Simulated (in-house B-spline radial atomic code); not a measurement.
# Solving the quasi-particle equation for 2p of the sulfur ion S⁶⁺

Configuration [He] 2s2 2p6, start LDA VWN5; correlation leaves out the deepest shell. Computed with an all-electron radial atomic-structure program (B-spline basis): all electrons, non-relativistic, point nucleus, each spin shell either full or empty, empty states to l = 9 with an (l + 1/2)⁻⁴ tail; G0W0 by contour deformation at full frequency.

At the mean-field level ε = -257.93 eV the matrix elements are Σx = -82.239 eV, v_xc = -56.77 eV and Σc(ε) = 1.778 eV, and the slope of the correlation self-energy is dΣc/dω = -0.0203. The quasi-particle energy solves E = ε + Σx − v_xc + Σc(E).

What does the linearised equation give?

Z = 1/(1 − dΣc/dω) = 1/1.0203 = 0.9801. The first-order shift is Σx − v_xc + Σc(ε) = -82.239 − (-56.77) + (1.778) = -23.691 eV, so E ≈ ε + Z × shift = -257.93 + 0.9801 × (-23.691) = -281.150 eV.

How does that compare with the full solution and with static screening?

Solving the equation at full frequency dependence gives E = -281.112 eV, where Σc = 2.286 eV and the weight is 0.977; the linearised value is off by 37 meV. Leaving Z out would give -281.621 eV. Static COHSEX puts -2.264 eV in place of Σc and gives -285.663 eV, 4.55 eV deeper. The tabulated removal energy is 280.954 ± 0.007 eV (NIST, measured); the run leaves out relativity, Breit and QED terms.
